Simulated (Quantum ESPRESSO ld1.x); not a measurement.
Question: The aim is neutral samarium in [Xe] 4f6 6s2. This ld1.x (Quantum ESPRESSO 7.5) run was made with `OMP_NUM_THREADS=1 ld1.x < ld1.in > ld1.out`. Can the result be used? Name any fault.

```
 &input
    zed=62.0,
    iswitch=1,
    rel=1,
    lsd=1,
    dft='PBE',
    config='[Xe] 4f6 6s2',
    prefix='ld1',
    max_out_wfc=37,
    file_charge='ld1.rho',
 /
```

Output (excerpt):

```
     Program LD1 v.7.5 starts

     --------------------------- All-electron run ----------------------------

     scalar relativistic calculation

     atomic number is 62.00
     dft =PBE   lsd =1 sic =0 latt =0  beta=0.20 tr2=1.0E-14
     Exchange-correlation= PBE
                           (   1   4   3   4   0   0   0)
     mesh =2093 r(mesh) = 100.37023 a.u. xmin = -8.00 dx = 0.00800
     1 Ry =  13.60569312 eV, c = 137.03599908

     n l     nl                  e(Ry)          e(Ha)          e(eV)
     1 0     1S 1( 1.00)     -3430.8627     -1715.4313    -46679.2646
     2 0     2S 1( 1.00)      -560.5671      -280.2835     -7626.9039
     2 1     2P 1( 3.00)      -500.0064      -250.0032     -6802.9336
     3 0     3S 1( 1.00)      -122.8146       -61.4073     -1670.9772
     3 1     3P 1( 3.00)      -103.8856       -51.9428     -1413.4353
     4 0     4S 1( 1.00)       -24.4956       -12.2478      -333.2799
     4 1     4P 1( 3.00)       -18.2787        -9.1393      -248.6944
     3 2     3D 1( 5.00)       -78.2586       -39.1293     -1064.7630
     5 0     5S 1( 1.00)        -3.2473        -1.6237       -44.1819
     5 1     5P 1( 3.00)        -1.7583        -0.8791       -23.9227
     4 2     4D 1( 5.00)        -9.5601        -4.7801      -130.0724
     4 3     4F 1( 6.00)        -0.2696        -0.1348        -3.6675
     6 0     6S 1( 1.00)        -0.2700        -0.1350        -3.6730
     1 0     1S 2( 1.00)     -3430.8626     -1715.4313    -46679.2634
     2 0     2S 2( 1.00)      -560.5653      -280.2826     -7626.8792
     2 1     2P 2( 3.00)      -500.0052      -250.0026     -6802.9173
     3 0     3S 2( 1.00)      -122.6797       -61.3399     -1669.1426
     3 1     3P 2( 3.00)      -103.7514       -51.8757     -1411.6099
     4 0     4S 2( 1.00)       -24.1549       -12.0774      -328.6439
     4 1     4P 2( 3.00)       -17.9376        -8.9688      -244.0536
     3 2     3D 2( 5.00)       -78.1555       -39.0778     -1063.3600
     5 0     5S 2( 1.00)        -3.0470        -1.5235       -41.4566
     5 1     5P 2( 3.00)        -1.6089        -0.8044       -21.8901
     4 2     4D 2( 5.00)        -9.2191        -4.6095      -125.4318
     4 3     4F 2( 0.00)         0.0000         0.0000         0.0000
     6 0     6S 2( 1.00)        -0.2523        -0.1262        -3.4328

     final scf error:  5.9E-15 reached in  29 iterations

     Etot =  -20840.499859 Ry,  -10420.249929 Ha, -283549.445608 eV
     Total magnetization:    6.00 Bohr mag.

     Ekin =   22294.244279 Ry,   11147.122140 Ha,  303328.646070 eV
     Encl =  -50774.358216 Ry,  -25387.179108 Ha, -690820.336403 eV
     Eh   =    8096.302872 Ry,    4048.151436 Ha,  110155.812306 eV
     Exc  =    -456.688794 Ry,    -228.344397 Ha,   -6213.567581 eV
```

Answer: No (silently wrong). The line at issue: dft='PBE'. The run ends normally, but in this build (ld1.x 7.5) Etot and Exc of a spin-polarised run lack the gradient corrections of exchange and correlation and come out near their LSDA values (nitrogen, PBE: -54.132 hartree against -54.536 from two other codes). The eigenvalues and orbitals are those of the GGA; the energies must not be used. The sound input gives -10420.204 hartree.
